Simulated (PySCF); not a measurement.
**Computed properties of AlFH4N2, SMILES [NH2][Al]([NH2])[F]**

AlFH4N2, SMILES [NH2][Al]([NH2])[F]. The structure is a stationary point at PBE0-D3(BJ)/def2-SVP. Other conformers were not sampled. All values are computed for the isolated molecule unless a solvent is named; none is compared with measurement here.

**Structure.** The optimised structure has C2v symmetry. All 18 harmonic modes at PBE0-D3(BJ)/def2-SVP (PySCF) are real, so it is a minimum. With heavy atoms numbered as in [Al:1]([F:2])([NH2:3])[NH2:6], the shortest bond between them is Al1–F2 at 1.667 Å and the longest Al1–N6 at 1.763 Å.

**Vibrations.** The strongest infrared lines (harmonic, unscaled, degenerate partners summed) lie at 374 cm⁻¹ (332 km/mol, H 86 %, N 13 %), 932 cm⁻¹ (183 km/mol, Al 52 %, F 30 %, N 12 %), 921 cm⁻¹ (182 km/mol, Al 50 %, N 40 %, H 10 %). The softest mode is at 192 cm⁻¹ and the zero-point energy is 33.7 kcal/mol.

**Electronic structure.** ωB97X/def2-TZVPD (PySCF) places the frontier levels at -9.77 and 0.98 eV, a gap of 10.75 eV, and gives a dipole moment of 2.38 D and a mean polarisability of 41.5 bohr³.

**Excitations.** TDDFT-ωB97X/def2-SVPD (PySCF) has S1 at 6.01 eV (206 nm, f = 0.000, dark); the most intense of the 8 singlets computed lies at 6.71 eV (f = 0.18). T1 (TDA) is at 5.80 eV. No vertical singlet excitation falls in the visible range (under 3.1 eV).

**NMR.** GIAO shifts at PBE0/pcSseg-1 (PySCF) (non-relativistic, atoms alike by connectivity averaged): ¹H at 0.2 ppm against TMS; ¹⁹F at -210.2 ppm against CFCl3.
